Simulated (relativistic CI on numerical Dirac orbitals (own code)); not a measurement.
## One change at a time: Cl IV

Base calculation: Dirac-Coulomb-Breit CI, orbitals from a KLI potential per configuration, model QED, valence Slater integrals scaled by 0.85, P86 correlation energy added to each configuration.

CI space (outside the closed core [Ne]): 3s²3p², 3s3p³, 3s²3p3d, 3p⁴, 3s3p²3d, 3s²3p4s, 3s²3p4p, 3p³3d, 3s²3p4d, 3s²3d4p, 3s²3p4f, 3s²3p5s, 3s3p²4s, 3s3p3d², 3s²3p5p, 3p³4s, 3s²4s4p, 3s²3p5d, 3p³4p, 3s²3p5f, 3s²3p6s, 3s²3p5g, 3s3p²4p, 3s3p3d4s, 3s²3p6p, 3s²3p6d, 3s3p4s², 3s3p²4d, 3s3p²4f, 3s²3d², 3s3d³, 3p²3d², 3p3d³, 3p3d²4s, 3p3d²4p, 3p3d²4d, 3s²3d4s, 3s3d²4s, 3s²4s², 3s3d4s², 3s²4p², 3s3d4p², 3s3p3d4p, 3s3d²4p, 3s3d4s4p, 3s3d4p4d, 3s3p4s4p, 3p3d4s4p, 3s4s²4p, 3s4s4p², 3s4s4p4d. Double excitations out of closed p, d and f shells are left out; levels of such configurations are missing from the list, as are those of other unlisted configurations, and high levels can miss mixing partners. These lack a partner that the ground configuration has and come out too high: 3s3p²4d, 3s3p²4f, 3s²3p4f, 3s²3p5s, 3s²3p5p.

Variants: (1) self-excluded LDA correlation estimate; (2) Slater integrals left unscaled; (3) non-relativistic limit. Shifts of the energy above 3s²3p² ³P0, in cm⁻¹, for the lowest level and the first level of each name with at least 55 % of one term (blank where a level changes its place among those of its configuration and J or its character, or is not in the variant):

```tsv
Level	Base	Δ(1)	Δ(2)	Δ(3)	Measured
3s²3p² ³P0	0.0	0.0	0.0	0.0	0.0
3s²3p² ³P1	485.5	0.0	-10.8	-485.5	491.0
3s²3p² ³P2	1323.3	0.0	-13.9	-1323.3	1341.0
3s²3p² ¹D2	13921.4	-0.6	+2167.6	-945.5	13766.0
3s²3p² ¹S0	31598.1	0.0	+4634.0	-1005.2	32550.0
3s3p³ ⁵S°2	74671.3	-61.4	-5779.2	-2463.9	
3s3p³ ³D°1	105338.0	-40.2	-2236.3	-2280.4	
3s3p³ ³D°2	105371.1	-40.3	-2228.3	-2313.6	
3s3p³ ³D°3	105452.5	-40.3	-2223.0	-2394.9	
3s3p³ ³P°2	121414.0	-38.2	+450.2	-2383.1	120256.0
3s3p³ ³P°0	121416.2	-38.5	+466.4	-2385.3	
3s3p³ ³P°1	121416.7	-38.4	+462.4	-2385.8	120274.0
3s²3p3d ³F°2	159444.8	+73.3	-561.2		
3s²3p3d ³F°3	159894.0	+73.4	-563.9	-1114.1	
3s²3p3d ³F°4	160515.8	+73.5	-569.3	-1735.9	
3s3p³ ³S°1	163538.3	-50.2	+7516.0	-2533.0	164721.0
3s3p³ ¹P°1	167209.1	-31.9	+7883.2	-2522.7	
3s²3p3d ³P°2	183620.6	+67.1	+4238.6		181643.0
3s²3p3d ³P°1	184075.4	+68.0	+4202.0	-1594.0	182073.0
3s²3p3d ³P°0	184310.6	+68.2	+4187.4	-1829.1	
3s²3p3d ³D°1	189053.0	+73.7	+5073.0	-1233.8	187008.0
3s²3p3d ³D°2	189234.5	+73.3			187174.0
```

For a near-neutral ion this model can misplace configurations by up to about 10,000 cm⁻¹ (more where the count of f electrons changes) and terms by 10 to 25 % of their spread. Rates follow the energies as ν³ (E1, M1) or ν⁵ (E2), so they and the lifetimes can be off by large factors. The fine structure of a lone outer electron comes out too small, for d and f at times inverted, and misplaced configurations move strength between like terms. 24 of the 24 excited levels that our extract of the measured tables holds in this range could be paired (the sources list more); they are missed by 3214 cm⁻¹ on average and 13732 at most, and levels without a partner can miss by more.

Measured levels: Moore, Atomic Energy Levels, vol. I, NSRDS-NBS 35 (1971 reprint of NBS Circular 467, 1949).

Ionisation energy from the two ground configurations alone: base 53.41 eV; self-excluded LDA correlation estimate 53.79 eV; Slater integrals left unscaled 53.56 eV. The NIST ASD value (semi-empirical) is 53.24 eV.

LS names give the leading component of a level, which can be under half, so a name can repeat, a term be missing and a line seem to break the LS rules.
